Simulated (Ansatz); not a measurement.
Reaction (hydrogenolysis of the Si–Cl bond): `F[Si](Cl)(Cl)[SiH2]Cl` + H₂ → `F[SiH](Cl)[SiH2]Cl` + HCl

Computed with Ansatz on PBE0-D4/def2-TZVP structures; ΔE is electronic, products minus reactants. CBS: MP2 limit from def2 TZ/QZ plus the TZ coupled-cluster correction, frozen cores. This one scheme is used for every species. DFT in def2-TZVPP. B3LYP here is the variant with VWN-RPA as its local correlation; programs differ in this. One conformer a species, not always the lowest.

`F[Si](Cl)(Cl)[SiH2]Cl`:

Cartesian coordinates in Å:
```
F -1.955 0.870 0.741
Si -0.394 0.613 0.858
Cl 0.531 2.422 0.823
Cl -0.055 -0.291 2.652
Si 0.369 -0.763 -0.868
Cl 0.058 0.198 -2.653
H 1.820 -1.005 -0.687
H -0.375 -2.045 -0.866
```

H₂:

Z-matrix (Å, degrees):
```
H
H 1 0.746
```

`F[SiH](Cl)[SiH2]Cl`:

Z-matrix (Å, degrees):
```
Si
Cl 1 2.047
Si 1 2.341 2 107.5
F 1 1.594 2 108.3 3 118.6
H 1 1.480 2 108.2 3 -124.9
Cl 3 2.058 1 108.7 2 -177.5
H 3 1.483 1 110.7 2 62.9
H 3 1.483 1 109.9 2 -58.8
```

HCl:

Z-matrix (Å, degrees):
```
Cl
H 1 1.279
```

```json
{"level": "B3LYP-D4", "ΔE (kcal/mol)": "20.6", "difference from CCSD(T)/CBS": "0.3"}
{"level": "ωB97X-V", "ΔE (kcal/mol)": "19.9", "difference from CCSD(T)/CBS": "-0.4"}
{"level": "B2PLYP", "ΔE (kcal/mol)": "19.2", "difference from CCSD(T)/CBS": "-1.1"}
{"level": "PBE0", "ΔE (kcal/mol)": "18.8", "difference from CCSD(T)/CBS": "-1.5"}
{"level": "SCS-MP2/def2-TZVPP", "ΔE (kcal/mol)": "19.7", "difference from CCSD(T)/CBS": "-0.6"}
{"level": "CCSD/def2-TZVPP", "ΔE (kcal/mol)": "17.8", "difference from CCSD(T)/CBS": "-2.5"}
{"level": "CCSD(T)/def2-TZVPP", "ΔE (kcal/mol)": "19.0", "difference from CCSD(T)/CBS": "-1.3"}
{"level": "MP2/def2-QZVPP", "ΔE (kcal/mol)": "22.4", "difference from CCSD(T)/CBS": "2.1"}
{"level": "HF/CBS(def2)", "ΔE (kcal/mol)": "15.4", "difference from CCSD(T)/CBS": "-4.9"}
{"level": "CCSD/CBS(def2)", "ΔE (kcal/mol)": "19.1", "difference from CCSD(T)/CBS": "-1.2"}
{"level": "CCSD(T)/CBS", "ΔE (kcal/mol)": "20.3", "difference from CCSD(T)/CBS": "0"}
```

Largest T1 diagnostic among the species: 0.011.

In def2-TZVPP, CCSD(T) changes the Hartree–Fock value by +3.6 kcal/mol (the triples alone add +1.2 kcal/mol) and MP2 by +6.2 kcal/mol. The D4 term adds +3.0 kcal/mol with B3LYP and +1.6 kcal/mol with PBE0; it sums over pairs of atoms, weighted by their polarisabilities, and B3LYP, whose exchange is more repulsive, gets the larger term.

CCSD(T)/CBS has its own doubt, a few kJ/mol and more with outer-core shells, so smaller differences from it don't rank the levels.
